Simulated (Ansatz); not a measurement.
A saddle search that did not converge.

Input (in.yaml):

```yaml
crystal:
  periodic: [false, false, false]
  atoms:
    - {symbol: Si, position_ang: [-1.129102, -1.731747, 0.703483]}
    - {symbol: Ge, position_ang: [-0.824523, 0.570447, -0.678132]}
    - {symbol: H, position_ang: [0.370275, -0.887467, -0.029239]}
    - {symbol: H, position_ang: [-0.416539, -0.021714, -2.083431]}
    - {symbol: Si, position_ang: [1.215215, 1.821588, -0.234411]}
    - {symbol: H, position_ang: [-1.648162, -1.122220, 1.954949]}
    - {symbol: H, position_ang: [-2.168709, -2.201806, -0.249883]}
    - {symbol: H, position_ang: [-0.247322, -2.895483, 1.051010]}
    - {symbol: H, position_ang: [0.893312, 3.214013, -0.692100]}
    - {symbol: H, position_ang: [1.518069, 1.877994, 1.229026]}
    - {symbol: H, position_ang: [2.437586, 1.376295, -0.971373]}
basis:
  gaussian: {orbitals: def2-SVP}
hamiltonian: {xc: pbe0, dispersion: d4}
saddle:
  f_tol: 0.04
  max_steps: 70
  order_check: false
  mode_guess:
    - [0.6890, -0.4006, 0.1195]
    - [-0.4866, 1.5833, -0.8368]
    - [-0.2024, -1.1828, 0.7173]
    - [0.0000, 0.0000, 0.0000]
    - [0.0000, 0.0000, 0.0000]
    - [0.0000, 0.0000, 0.0000]
    - [0.0000, 0.0000, 0.0000]
    - [0.0000, 0.0000, 0.0000]
    - [0.0000, 0.0000, 0.0000]
    - [0.0000, 0.0000, 0.0000]
    - [0.0000, 0.0000, 0.0000]
```

An equivalent command:

```bash
ansatz run in.yaml --threads 4 --pin off --events-out ev --progress --plain
```

What Ansatz 0.2.0 printed:

```
Functional definition: PBE0
  name "PBE0"
  cite "Adamo & Barone, J. Chem. Phys. 110, 6158 (1999) doi:10.1063/1.478522"
  cite "Perdew, Burke & Ernzerhof, Phys. Rev. Lett. 77, 3865 (1996) doi:10.1103/PhysRevLett.77.3865"
  parent pbe
  parameter a = 0.25
  parameter kappa = 0.804
  parameter beta = 0.06672455060314922
  exchange = (1 - a)*pbe_x(kappa = kappa, mu = beta*pi^2/3) + a*exact_x
  correlation = pbe_c(beta = beta)
1128 factors; integrals over basis functions are off by at most 2.5e-4 eV
mean field evaluation 1: about -72375.2888 eV, gradient 1.3e1 eV
mean field evaluation 2: about -72375.5617 eV, gradient 1.0e1 eV
mean field evaluation 4: about -72375.7367 eV, gradient 2.9e-1 eV
mean field evaluation 8: about -72375.7393 eV, gradient 3.7e-2 eV
mean field -72375.73927344 eV, -2659.7593602608 hartree, gradient 1.8e-5 eV, S^2 0.000000; 0 other end points of the search recorded, 0 dependent functions left out
the calculation of the forces begins
reference -72375.73930441 eV, -2659.7593613990 hartree; 34, 34 occupied and 74, 74 virtual orbitals, 1128 factors
these checks for a lower state are left out or cut short: stability, starts, cluster_reference, orbital_swaps, neighbouring_geometries, increment
1128 factors; integrals over basis functions are off by at most 2.5e-4 eV
mean field evaluation 16: about -72375.7303 eV, gradient 4.1e-1 eV
mean field -72375.73309160 eV, -2659.7591330823 hartree, gradient 2.5e-6 eV, S^2 0.000000; 0 other end points of the search recorded, 0 dependent functions left out
the calculation of the forces begins
reference -72375.73312257 eV, -2659.7591342207 hartree; 34, 34 occupied and 74, 74 virtual orbitals, 1128 factors
these checks for a lower state are left out or cut short: stability, starts, cluster_reference, orbital_swaps, neighbouring_geometries, increment
1128 factors; integrals over basis functions are off by at most 2.5e-4 eV
mean field -72375.73550522 eV, -2659.7592217812 hartree, gradient 1.5e-6 eV, S^2 0.000000; 0 other end points of the search recorded, 0 dependent functions left out
the calculation of the forces begins
reference -72375.73553620 eV, -2659.7592229199 hartree; 34, 34 occupied and 74, 74 virtual orbitals, 1128 factors
these checks for a lower state are left out or cut short: stability, starts, cluster_reference, orbital_swaps, neighbouring_geometries, increment
1128 factors; integrals over basis functions are off by at most 2.5e-4 eV
mean field evaluation 32: about -72375.7576 eV, gradient 1.4e-6 eV
mean field -72375.75764363 eV, -2659.7600353528 hartree, gradient 1.4e-6 eV, S^2 0.000000; 0 other end points of the search recorded, 0 dependent functions left out
the calculation of the forces begins
reference -72375.75767460 eV, -2659.7600364910 hartree; 34, 34 occupied and 74, 74 virtual orbitals, 1128 factors
saddle step   1: F+E_penalty+E_count = -72375.95002642 eV  max|allowed force component| = 1.353e0 eV/Å  curvature = -0.0232 eV/Å²  mode residual = 4.19e0 eV/Å²  Δτ_max = 0.0000 Å  (1 rotations, 4 force calls, 67 SCF iters)  cluster: 3 rotations left out, max|force component along them| = 5.071e-8 eV/Å
saddle step   2: F+E_penalty+E_count = -72376.14502269 eV  max|allowed force component| = 8.901e-1 eV/Å  curvature = +0.8810 eV/Å²  mode residual = 5.02e0 eV/Å²  Δτ_max = 0.1417 Å  (1 rotations, 4 force calls, 65 SCF iters)  cluster: 3 rotations left out, max|force component along them| = 2.934e-7 eV/Å
WARN: saddle search: on two steps running the search has had no negative curvature along its mode to follow, on a curvature that misses the negative of saddle.curvature_tol by less than its residual: at step 2, +0.881 eV/Å² with a residual of 5.02e0 eV/Å² (extrapolated from the last rotation, not read by a force call). A negative curvature could lie within that residual, and the search be climbing where it has one to follow. Its rotation spent its cap of 1: raise saddle.rotation.max_rotations, or give a saddle.mode_guess nearer the mode
saddle step   3: F+E_penalty+E_count = -72376.20381027 eV  max|allowed force component| = 4.770e-1 eV/Å  curvature = +1.4692 eV/Å²  mode residual = 2.97e0 eV/Å²  Δτ_max = 0.0728 Å  (1 rotations, 4 force calls, 65 SCF iters)  cluster: 3 rotations left out, max|force component along them| = 1.044e-7 eV/Å
saddle step   4: F+E_penalty+E_count = -72376.21845880 eV  max|allowed force component| = 2.448e-1 eV/Å  curvature = +1.3790 eV/Å²  mode residual = 3.14e0 eV/Å²  Δτ_max = 0.0437 Å  (1 rotations, 4 force calls, 66 SCF iters)  cluster: 3 rotations left out, max|force component along them| = 7.520e-8 eV/Å
saddle step   5: F+E_penalty+E_count = -72376.21788503 eV  max|allowed force component| = 1.813e-1 eV/Å  curvature = +1.2103 eV/Å²  mode residual = 1.82e0 eV/Å²  Δτ_max = 0.0372 Å  (1 rotations, 4 force calls, 63 SCF iters)  cluster: 3 rotations left out, max|force component along them| = 8.994e-8 eV/Å
saddle step   6: F+E_penalty+E_count = -72376.20629557 eV  max|allowed force component| = 1.927e-1 eV/Å  curvature = +0.8744 eV/Å²  mode residual = 1.73e0 eV/Å²  Δτ_max = 0.0461 Å  (1 rotations, 4 force calls, 63 SCF iters)  cluster: 3 rotations left out, max|force component along them| = 1.547e-7 eV/Å
saddle step   7: F+E_penalty+E_count = -72376.19124817 eV  max|allowed force component| = 1.658e-1 eV/Å  curvature = +0.6936 eV/Å²  mode residual = 1.60e0 eV/Å²  Δτ_max = 0.0430 Å  (1 rotations, 4 force calls, 62 SCF iters)  cluster: 3 rotations left out, max|force component along them| = 9.447e-8 eV/Å
saddle step   8: F+E_penalty+E_count = -72376.17434029 eV  max|allowed force component| = 1.879e-1 eV/Å  curvature = +1.5027 eV/Å²  mode residual = 2.52e0 eV/Å²  Δτ_max = 0.0441 Å  (1 rotations, 4 force calls, 62 SCF iters)  cluster: 3 rotations left out, max|force component along them| = 8.421e-8 eV/Å
saddle step   9: F+E_penalty+E_count = -72376.15334443 eV  max|allowed force component| = 1.973e-1 eV/Å  curvature = +1.1761 eV/Å²  mode residual = 1.55e0 eV/Å²  Δτ_max = 0.0417 Å  (1 rotations, 4 force calls, 63 SCF iters)  cluster: 3 rotations left out, max|force component along them| = 5.103e-8 eV/Å
saddle step  10: F+E_penalty+E_count = -72376.12833337 eV  max|allowed force component| = 2.182e-1 eV/Å  curvature = +0.8476 eV/Å²  mode residual = 2.07e0 eV/Å²  Δτ_max = 0.0445 Å  (1 rotations, 4 force calls, 63 SCF iters)  cluster: 3 rotations left out, max|force component along them| = 6.376e-8 eV/Å
saddle step  11: F+E_penalty+E_count = -72376.10258197 eV  max|allowed force component| = 2.157e-1 eV/Å  curvature = +0.6456 eV/Å²  mode residual = 1.42e0 eV/Å²  Δτ_max = 0.0471 Å  (1 rotations, 4 force calls, 62 SCF iters)  cluster: 3 rotations left out, max|force component along them| = 6.065e-8 eV/Å
saddle step  12: F+E_penalty+E_count = -72376.07558047 eV  max|allowed force component| = 2.299e-1 eV/Å  curvature = +0.4886 eV/Å²  mode residual = 1.85e0 eV/Å²  Δτ_max = 0.0463 Å  (1 rotations, 4 force calls, 61 SCF iters)  cluster: 3 rotations left out, max|force component along them| = 1.761e-7 eV/Å
saddle step  13: F+E_penalty+E_count = -72376.04977788 eV  max|allowed force component| = 2.173e-1 eV/Å  curvature = +0.3510 eV/Å²  mode residual = 1.25e0 eV/Å²  Δτ_max = 0.0471 Å  (1 rotations, 4 force calls, 62 SCF iters)  cluster: 3 rotations left out, max|force component along them| = 5.574e-8 eV/Å
saddle step  14: F+E_penalty+E_count = -72376.02399400 eV  max|allowed force component| = 2.102e-1 eV/Å  curvature = +0.2332 eV/Å²  mode residual = 1.54e0 eV/Å²  Δτ_max = 0.0463 Å  (1 rotations, 4 force calls, 61 SCF iters)  cluster: 3 rotations left out, max|force component along them| = 2.116e-7 eV/Å
saddle step  15: F+E_penalty+E_count = -72375.99961628 eV  max|allowed force component| = 1.939e-1 eV/Å  curvature = +0.1327 eV/Å²  mode residual = 1.04e0 eV/Å²  Δτ_max = 0.0466 Å  (1 rotations, 4 force calls, 61 SCF iters)  cluster: 3 rotations left out, max|force component along them| = 2.100e-7 eV/Å
saddle step  16: F+E_penalty+E_count = -72375.97589550 eV  max|allowed force component| = 1.764e-1 eV/Å  curvature = +0.0530 eV/Å²  mode residual = 1.20e0 eV/Å²  Δτ_max = 0.0462 Å  (1 rotations, 4 force calls, 61 SCF iters)  cluster: 3 rotations left out, max|force component along them| = 1.761e-7 eV/Å
saddle step  17: F+E_penalty+E_count = -72375.95356079 eV  max|allowed force component| = 1.599e-1 eV/Å  curvature = -0.0095 eV/Å²  mode residual = 8.26e-1 eV/Å²  Δτ_max = 0.0465 Å  (1 rotations, 4 force calls, 61 SCF iters)  cluster: 3 rotations left out, max|force component along them| = 1.431e-7 eV/Å
saddle step  18: F+E_penalty+E_count = -72375.93229554 eV  max|allowed force component| = 1.402e-1 eV/Å  curvature = -0.0551 eV/Å²  mode residual = 9.05e-1 eV/Å²  Δτ_max = 0.0464 Å  (1 rotations, 3 force calls, 50 SCF iters)  cluster: 3 rotations left out, max|force component along them| = 1.220e-7 eV/Å
saddle step  19: F+E_penalty+E_count = -72375.90985798 eV  max|allowed force component| = 1.355e-1 eV/Å  curvature = -0.0705 eV/Å²  mode residual = 6.43e-1 eV/Å²  Δτ_max = 0.0614 Å  (1 rotations, 3 force calls, 51 SCF iters)  cluster: 3 rotations left out, max|force component along them| = 1.328e-7 eV/Å
saddle step  20: F+E_penalty+E_count = -72375.85279180 eV  max|allowed force component| = 1.112e-1 eV/Å  curvature = -0.0527 eV/Å²  mode residual = 6.97e-1 eV/Å²  Δτ_max = 0.2000 Å  (1 rotations, 3 force calls, 55 SCF iters)  cluster: 3 rotations left out, max|force component along them| = 5.329e-8 eV/Å
saddle step  21: F+E_penalty+E_count = -72375.81391203 eV  max|allowed force component| = 9.002e-2 eV/Å  curvature = -0.0398 eV/Å²  mode residual = 4.93e-1 eV/Å²  Δτ_max = 0.2000 Å  (1 rotations, 4 force calls, 65 SCF iters)  cluster: 3 rotations left out, max|force component along them| = 2.973e-8 eV/Å
saddle step  22: F+E_penalty+E_count = -72375.80668897 eV  max|allowed force component| = 5.674e-2 eV/Å  curvature = -0.0489 eV/Å²  mode residual = 4.66e-1 eV/Å²  Δτ_max = 0.0525 Å  (1 rotations, 4 force calls, 63 SCF iters)  cluster: 3 rotations left out, max|force component along them| = 2.275e-8 eV/Å
saddle step  23: F+E_penalty+E_count = -72375.79812935 eV  max|allowed force component| = 5.083e-2 eV/Å  curvature = -0.0518 eV/Å²  mode residual = 3.52e-1 eV/Å²  Δτ_max = 0.0500 Å  (1 rotations, 3 force calls, 51 SCF iters)  cluster: 3 rotations left out, max|force component along them| = 2.859e-8 eV/Å
saddle step  24: F+E_penalty+E_count = -72375.79353018 eV  max|allowed force component| = 4.121e-2 eV/Å  curvature = -0.0518 eV/Å²  mode residual = 3.20e-1 eV/Å²  Δτ_max = 0.0354 Å  (1 rotations, 3 force calls, 49 SCF iters)  cluster: 3 rotations left out, max|force component along them| = 1.153e-7 eV/Å
saddle step  25: F+E_penalty+E_count = -72375.77145187 eV  max|allowed force component| = 9.493e-2 eV/Å  curvature = -0.0287 eV/Å²  mode residual = 2.53e-1 eV/Å²  Δτ_max = 0.2000 Å  (1 rotations, 4 force calls, 61 SCF iters)  cluster: 3 rotations left out, max|force component along them| = 1.054e-6 eV/Å
saddle step  26: F+E_penalty+E_count = -72375.76823901 eV  max|allowed force component| = 4.164e-2 eV/Å  curvature = -0.0290 eV/Å²  mode residual = 2.43e-1 eV/Å²  Δτ_max = 0.0481 Å  (1 rotations, 4 force calls, 64 SCF iters)  cluster: 3 rotations left out, max|force component along them| = 2.656e-8 eV/Å
saddle search: the rotation starts from a random direction (saddle.seed = 0)
saddle step  27: F+E_penalty+E_count = -72375.76339918 eV  max|allowed force component| = 3.828e-2 eV/Å  curvature = -0.0295 eV/Å²  mode residual = 2.10e-1 eV/Å²  Δτ_max = 0.0481 Å  (17 rotations, 24 force calls, 328 SCF iters)  cluster: 3 rotations left out, max|force component along them| = 2.169e-8 eV/Å
Error: the saddle search stopped after 27 steps at a force within `saddle.f_tol`, on a geometry that it can call neither a saddle nor a minimum. The deciding curvature is -0.030 ± 0.005 eV/Å² (`saddle.curvature_tol` = 5.0e-2) with a residual of 2.10e-1 eV/Å² (`saddle.rotation.residual_tol` = 1.0e-1); the other curvature read beside it is +0.026 ± 0.016 eV/Å². A curvature within its tolerance of zero comes of noisy forces (tighten `saddle.dr2_threshold` and, under a hybrid functional on plane waves, `saddle.exx_energy_threshold`; in a Gaussian basis set `accuracy: high`), of a flat stretch of a valley (tighten `saddle.f_tol`), or of solves that end off the electron count, as they can under `cold` smearing where the levels leave a gap (set `scf.occupations.method` to `fixed`, `gaussian`, `fermi_dirac` or, not under a hybrid functional, `methfessel_paxton`). For a residual above its tolerance raise `saddle.rotation.max_rotations` and `saddle.rotation.max_unguided_rotations`, or loosen `saddle.rotation.residual_tol` where the forces' noise keeps it out of reach. The ± is a reading's asymmetry, taken as the error of a positive curvature. Such a curvature stays undecided where it or the other curvature read, less its own ±, is not over `saddle.curvature_tol`. A negative one must be confirmed at half of `saddle.amplitude`, with the atoms moved between the exchange–correlation grid's points (not under `hamiltonian.xc: hf`) and by an estimate at the nearby stationary point. Where `saddle.amplitude` is far under its default, raise it towards the default first. Otherwise see `saddle.amplitude`. From 21 of its steps this search moved with no negative curvature along its mode to follow. A search started from a geometry of this one does not count those moves and, where it converges, warns only of its own
F+E_penalty+E_count at the last step = -72375.76339918 eV
to start another search from the last step: its geometry and its mode (saddle.mode_guess, Cartesian):
  atoms:
    - { symbol: Si, position_ang: [-1.26571967, -2.49542086, 1.15011265] }
    - { symbol: Ge, position_ang: [-0.73807000, 1.53425630, -1.41198087] }
    - { symbol: H, position_ang: [-0.51747376, -1.36460084, 0.51671772] }
    - { symbol: H, position_ang: [-0.04930808, 1.17264200, -2.80766003] }
    - { symbol: Si, position_ang: [1.43594759, 2.26716810, -0.52390160] }
    - { symbol: H, position_ang: [-1.93732026, -2.00657338, 2.38858145] }
    - { symbol: H, position_ang: [-2.28517021, -3.00616005, 0.18715422] }
    - { symbol: H, position_ang: [-0.31287946, -3.59154375, 1.49596143] }
    - { symbol: H, position_ang: [1.54322295, 3.71845946, -0.91057360] }
    - { symbol: H, position_ang: [1.47959720, 2.20664586, 0.97219270] }
    - { symbol: H, position_ang: [2.64727370, 1.56502716, -1.05670507] }
  mode_guess:
    - [-0.05573016, -0.22452686, 0.15460423]
    - [0.02402722, 0.41244825, -0.30553573]
    - [-0.06068180, -0.19738743, 0.20350793]
    - [0.08482049, 0.33146079, -0.25253697]
    - [0.03889392, 0.15081191, -0.10358053]
    - [-0.08298132, -0.25259171, 0.15542708]
    - [-0.02185317, -0.20159990, 0.11103006]
    - [-0.08067254, -0.24223815, 0.16363391]
    - [0.25594495, 0.16696798, 0.01452045]
    - [-0.10425422, 0.01860709, -0.10356278]
    - [0.00248663, 0.03804802, -0.03750762]


[the SCF lines of later steps are left out]
```

Hardware: 4 CPU threads, shared host. Wall time about 2.3 min.
